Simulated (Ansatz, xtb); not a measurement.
## Two isomers of C2HNSn

We compare X, `N#C[CH]=[Sn]`, a singlet, with Y, `C#C[N]=[Sn]`, a singlet. Both are isolated molecules in the gas phase, relaxed with PBE0-D3(BJ)/def2-SVP.

Quicker runs give these differences E(Y) − E(X): GFN2-xTB −0.766 eV; HF/STO-3G +0.364 eV (at GFN2-xTB geometries); r2SCAN-D4/def2-SVP +0.326 eV (at GFN2-xTB geometries).

Estimate E(Y) − E(X) at the level CCSD(T)/def2-TZVPP.

Calculated at CCSD(T)/def2-TZVPP: E(Y) − E(X) = +0.555 eV, so structure X lies lower.

Level by level:

```csv
level,geometry,E(Y) − E(X) (eV),departure from the last row (eV),"job, with rough time for the two"
GFN2-xTB,GFN2-xTB,−0.766,−1.321,"optimisation, 0.32 s"
HF/STO-3G,GFN2-xTB,+0.364,−0.191,"single point, 2.2 s"
r2SCAN-D4/def2-SVP,GFN2-xTB,+0.326,−0.229,"single point, 7.2 s"
PBE0-D3(BJ)/def2-SVP,PBE0-D3(BJ)/def2-SVP,+0.449,−0.106,"optimisation, 49 s"
HF/def2-TZVPP,PBE0-D3(BJ)/def2-SVP,+0.967,+0.412,part of the CCSD(T) run
MP2/def2-TZVPP,PBE0-D3(BJ)/def2-SVP,+0.412,−0.143,part of the CCSD(T) run
CCSD(T)/def2-TZVPP,PBE0-D3(BJ)/def2-SVP,+0.555,,"single point, 3.4 min"
```

As drawn, Y has 1 C≡C, 1 C–N, 1 N=Sn in place of 1 C≡N, 1 C–C, 1 C=Sn.

GFN2-xTB puts the two in the other order. The largest departure from CCSD(T)/def2-TZVPP is that of GFN2-xTB, 1.321 eV.

With harmonic frequencies from PBE0-D3(BJ)/def2-SVP (ideal gas, rigid rotor, one conformer each, 298.15 K, 1 atm): on the last row, ΔE + ΔZPE = +0.560, ΔH = +0.565, ΔG = +0.631 eV.

The T1 diagnostic of structure Y is large, so the coupled-cluster value is less sure. The correlated steps freeze 7 core orbitals; the filled d shell of Sn is correlated, in a basis made for valence electrons. Atoms past krypton carry core potentials in the def2 sets, other sets are all-electron and non-relativistic, and no spin–orbit term is included. Programs: Ansatz 0.2.0, xtb 6.7.1; the last row on 1 thread of Arm Neoverse N1 on a shared host.
